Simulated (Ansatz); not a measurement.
Relaxation of ClHISi (4 atoms, charge 1, multiplicity 1), to a largest force component of 0.02 eV/Å in at most 40 steps.

All numbers below come from RHF/def2-SVP (Ansatz 0.2.0).

```xyz
4
Properties=species:S:1:pos:R:3
Cl -1.882 -0.592 -0.301
Si -0.122 0.163 -0.081
I 1.739 -1.091 0.783
H 0.266 1.520 -0.400
```

Question: Where does it end, and by what steps?

Answer: The run converged. After 3 steps the energy has fallen by 0.147 eV; H4 moved furthest, 0.10 Å.

| step | energy less start (eV) | largest force component (eV/Å) | accepted |
| --- | --- | --- | --- |
| 0 | 0.0000 | 2.505 | yes |
| 1 | -0.1066 | 0.823 | yes |
| 2 | -0.1459 | 0.177 | yes |
| 3 | -0.1469 | 0.016 | yes |

```xyz
4
Properties=species:S:1:pos:R:3
Cl -1.846 -0.570 -0.298
Si -0.029 0.158 -0.056
I 1.703 -1.138 0.788
H 0.172 1.550 -0.434
```

Whether the end is a true minimum wasn't checked by a vibrational analysis.

Run time: 3.5 s on 1 thread of Intel(R) Xeon(R) 6975P-C (Granite Rapids), on a shared host, peak memory 0.13 GiB.
